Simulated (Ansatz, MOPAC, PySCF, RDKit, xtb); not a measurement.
Dimer: C2H4 (SMILES C=C) (first 6 atoms) with C3H8 (SMILES CCC); geometry from B3LYP-D3(BJ)/def2-TZVP, rigid monomers moved along the line of their centres of mass till C1···H13 is 4.13 Å.
(charge 0, multiplicity 1):
```xyz
17

C      0.64729    -0.33917     0.27889
C     -0.54019     0.23664     0.16783
H      1.49451     0.18190     0.70760
H      0.82015    -1.35622    -0.05165
H     -1.38919    -0.28460    -0.25756
H     -0.71310     1.25336     0.49940
C     -1.21007    -0.49052     5.15035
C      0.31441    -0.43801     5.17435
C      0.85538     0.98544     5.07523
H     -1.57755    -1.51495     5.23654
H     -1.63648     0.08807     5.97391
H     -1.59648    -0.07576     4.21661
H      0.70774    -1.03387     4.34631
H      0.68340    -0.90497     6.09257
H      1.94715     1.00275     5.08293
H      0.51952     1.46597     4.15347
H      0.50658     1.59731     5.91099
```

```json
[
 {"level": "MMFF94", "interaction energy (meV)": "-17.8", "cost": "-"},
 {"level": "UFF", "interaction energy (meV)": "-28.6", "cost": "-"},
 {"level": "GFN-FF", "interaction energy (meV)": "-22.2", "cost": "-"},
 {"level": "AM1", "interaction energy (meV)": "1.9", "cost": "-"},
 {"level": "PM6", "interaction energy (meV)": "-0.1", "cost": "-"},
 {"level": "PM7", "interaction energy (meV)": "-35.0", "cost": "-"},
 {"level": "GFN1-xTB", "interaction energy (meV)": "-21.1", "cost": "-"},
 {"level": "GFN2-xTB", "interaction energy (meV)": "-21.9", "cost": "-"},
 {"level": "HF/STO-3G (no counterpoise)", "interaction energy (meV)": "-0.2", "cost": "-"},
 {"level": "HF/aug-cc-pVDZ", "interaction energy (meV)": "0.3", "cost": "-"},
 {"level": "r2SCAN/def2-TZVPPD", "interaction energy (meV)": "-9.0", "cost": "×2"},
 {"level": "B3LYP/6-31G* (no counterpoise)", "interaction energy (meV)": "-4.4", "cost": "-"},
 {"level": "B3LYP-D3(BJ)/def2-TZVPPD", "interaction energy (meV)": "-19.9", "cost": "×1"},
 {"level": "B3LYP-D4/def2-TZVPPD", "interaction energy (meV)": "-17.4", "cost": "×1"},
 {"level": "PBE0/def2-TZVPPD", "interaction energy (meV)": "-7.2", "cost": "×1"},
 {"level": "PBE0-D4/def2-TZVPPD", "interaction energy (meV)": "-25.7", "cost": "×1"},
 {"level": "M06-2X/6-31G* (no counterpoise)", "interaction energy (meV)": "-20.4", "cost": "-"},
 {"level": "wB97X-V/def2-TZVPPD", "interaction energy (meV)": "-22.6", "cost": "×3"},
 {"level": "MP2/6-31G*", "interaction energy (meV)": "-10.9", "cost": "-"},
 {"level": "MP2/6-31G* (no counterpoise)", "interaction energy (meV)": "-19.2", "cost": "-"}
]
```

The rows run from -35.0 (PM7) to 1.9 meV (AM1). The dispersion term adds -18.5 in PBE0-D4. The 3 functionals in def2-TZVPPD without D3 or D4 span 15.4, from wB97X-V to PBE0.

Monomers are frozen at their geometry in the pair; levels with a basis set take the counterpoise correction. Rows marked so take none. RDKit's UFF carries no charges.

Rows in 6-31G*, STO-3G carry no dispersion term and start afresh at each structure (6-31G* with six Cartesian d functions). MP2/6-31G* freezes PySCF's default core. The state reached by AM1, PM6, PM7 isn't checked; PM7 holds dispersion and hydrogen-bond terms.

Programs: Ansatz (Gaussian orbitals); MOPAC for AM1, PM6, PM7 (differences of heats of formation); PySCF for 6-31G* rows, STO-3G rows, the dispersion terms; RDKit for the force fields; xtb for the GFN methods. Each number belongs to the level named beside it.

Costs are rough ratios of core time to PBE/def2-TZVPPD (about 22 s over the structures, on one shared machine); a dash marks a level with no comparable run of its own.

Ansatz is a first-principles code.
